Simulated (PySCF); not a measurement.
ZrI₄, SMILES [I][Zr]([I])([I])[I], multiplicity 1. Atoms are numbered in the order given.

```xyz
5

Zr     0.0000     0.0000     0.0000
I      1.5453     1.5453    -1.5453
I     -1.5453     1.5453     1.5453
I     -1.5453    -1.5453    -1.5453
I      1.5453    -1.5453     1.5453
```

Geometry: PBE0-D3(BJ)/def2-SVP. The multiplicity is an assumed one; no other spin state was optimised. The isomer is the one that the SMILES or the coordinates give; other isomers of the formula were not compared. The def2 effective core potentials stand for the cores of I, Zr; spin–orbit coupling is left out.

Method: PySCF 2.14.0 with TDDFT-LC-ωPBE/def2-SVPD.

Vertical excitations; the highest root listed may be one member of a degenerate set.  State labels are in the subgroup D2.

Give excitation energies, oscillator strengths and character. (An estimate is asked for; the answer gives what the named calculation found.)


```csv
state,symmetry,energy (eV),λ (nm),f,main pairs
S1,B3,4.30,289,0.000,"HOMO→LUMO+1, HOMO→LUMO (degenerate set)"
S2,B1,4.30,289,0.000,HOMO−2→LUMO (degenerate set)
S3,B2,4.30,289,0.000,"HOMO−1→LUMO+1, HOMO−1→LUMO (degenerate set)"
S4,B3,4.54,273,0.048,"HOMO→LUMO, HOMO→LUMO+1 (degenerate set)"
S5,B1,4.54,273,0.048,HOMO−2→LUMO+1 (degenerate set)
S6,B2,4.54,273,0.048,"HOMO−1→LUMO, HOMO−1→LUMO+1 (degenerate set)"
S7,A,4.69,264,0.000,"HOMO−1→LUMO+3 23 %, HOMO−2→LUMO+2 23 %, HOMO→LUMO+4 23 %, HOMO−6→LUMO 13 %"
S8,B2,4.71,263,0.000,"HOMO−4→LUMO, HOMO→LUMO+2, HOMO−2→LUMO+4, HOMO−4→LUMO+1 (degenerate set)"
S9,B1,4.71,263,0.000,"HOMO−5→LUMO+1, HOMO→LUMO+3, HOMO−1→LUMO+4 (degenerate set)"
S10,B3,4.71,263,0.000,"HOMO−1→LUMO+2, HOMO−2→LUMO+3, HOMO−3→LUMO, HOMO−3→LUMO+1 (degenerate set)"
T1,B1,4.00,310,0,HOMO−2→LUMO+1 (degenerate set)
T2,B3,4.00,310,0,"HOMO→LUMO, HOMO→LUMO+1 (degenerate set)"
T3,B2,4.00,310,0,"HOMO−1→LUMO, HOMO−1→LUMO+1 (degenerate set)"
T4,B1,4.17,298,0,HOMO−2→LUMO 79 %
```
Triplets are in the Tamm–Dancoff approximation, which puts them higher than full response would, so one can lie above its singlet here.
